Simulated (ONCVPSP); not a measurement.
vanadium ONCV: all-electron and pseudo phase curves

ONCVPSP 4.0.1 input, shortened (lines: element, Z, core and valence counts, functional; n l f; lmax; l rc ep ncon nbas qcut; lloc lpopt rc5 dvloc0; l nproj debl; icmod fcfact rcfact), PBE, scalar-relativistic:

```
  V 23.00    3    5        4      upf
    1    0    2.00
    2    0    2.00
    2    1    6.00
    3    0    2.00
    3    1    6.00
    3    2    3.00
    4    0    1.00
    4    1    1.00
    2
    0    1.60    0.00    4    8    7.80
    1    2.05    0.00    4    7    6.00
    2    2.25    0.00    5   10    8.50
    4    5    1.25    1.00
    0    3    0.50
    1    2    0.80
    2    2    1.20
    3    2.25    1.20
```

The phase is arctan(r·R′/R) of the radial function R(r), unwrapped; energies in Ha, scanned from -4 to 5 Ha. A pole is an energy at which the radial function vanishes at the test radius. The pseudo phase is shifted by a multiple of π to meet the all-electron one at the reference energy, and phase errors are pseudo minus all-electron; the curves can meet again beyond the range given. Levels narrower than the energy grid can be missing from the lists of poles.

| channel | radius (bohr) | reference energy (Ha) | poles, all-electron | poles, pseudo | unbroken range about the reference energy with phases within 0.05 rad | phase error 1 Ha above the reference energy (rad) |
| --- | --- | --- | --- | --- | --- | --- |
| s | 1.63 | -0.20 | -2.25 | -2.25 | the whole range | +0.000 |
| p | 2.08 | -0.08 | -1.56, 3.14 | -1.56, 3.07 | below 4.6 | -0.002 |
| d | 2.29 | -0.24 | -0.05, 3.02 | -0.05, 3.05 | below 4.4 | +0.000 |

Phases in the p channel:

```
E (Ha)  all-electron  pseudo
 -3.98         1.342   1.342
 -3.50         1.316   1.316
 -3.02         1.278   1.278
 -2.54         1.209   1.209
 -2.06         0.964   0.964
 -1.58        -1.542  -1.542
 -1.10        -1.844  -1.844
 -0.62        -2.018  -2.018
 -0.14        -2.320  -2.320
  0.34        -3.089  -3.089
  0.82        -3.998  -4.000
  1.30        -4.363  -4.365
  1.78        -4.521  -4.523
  2.26        -4.610  -4.613
  2.74        -4.671  -4.676
  3.22        -4.720  -4.728
  3.70        -4.766  -4.779
  4.18        -4.817  -4.841
  4.66        -4.884  -4.938
```
